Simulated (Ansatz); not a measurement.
Coupled-cluster diagnostics for (FSn)4S6 adamantane (Sn₄S₆F₄), Ansatz.

Geometry of the singlet (PBE-D4/def2-SVP):

```tsv
atom	x (Å)	y (Å)	z (Å)
Sn1	0.170	-2.233	-0.326
F2	0.316	-4.153	-0.606
S3	-0.985	-1.432	-2.320
Sn4	-1.058	0.942	-1.764
F5	-1.969	1.751	-3.282
S6	1.122	2.035	-1.733
Sn7	2.070	0.892	0.202
F8	3.850	1.659	0.375
S9	2.484	-1.487	-0.138
S10	0.987	1.430	2.320
Sn11	-1.181	0.399	1.889
F12	-2.196	0.741	3.513
S13	-1.125	-2.034	1.731
S14	-2.483	1.489	0.138
```

In the def2 sets Sn takes a core potential; there is no spin–orbit coupling. Correlated methods freeze 50 core orbitals; core or outer-core shells of Sn are correlated, in sets that lack core-valence functions.

Task: Estimate the CCSD(T) correlation energy, the shares of MP2 and (T), T1 and the reference's ⟨S²⟩ for: charge 0, singlet, own geometry in def2-SVP; and the rough time on 2 threads of AMD EPYC 7R13 on a shared host and a share (18 GiB) of an NVIDIA H100 80GB HBM3.

Result: 
```json
{"state": "charge 0, singlet, own geometry", "basis": "def2-SVP", "correlation (eV)": "-55.842", "MP2 share (%)": "93.5", "(T) share (%)": "3.4", "T1": "0.014", "⟨S²⟩ (pure)": "0.00 (0.00)", "wall time": "25 s"}
```
Customary marks for T1 are 0.02 (closed shells), 0.045 (open shells) and about 0.05 (3d metals). T1 stays under 0.02 throughout.
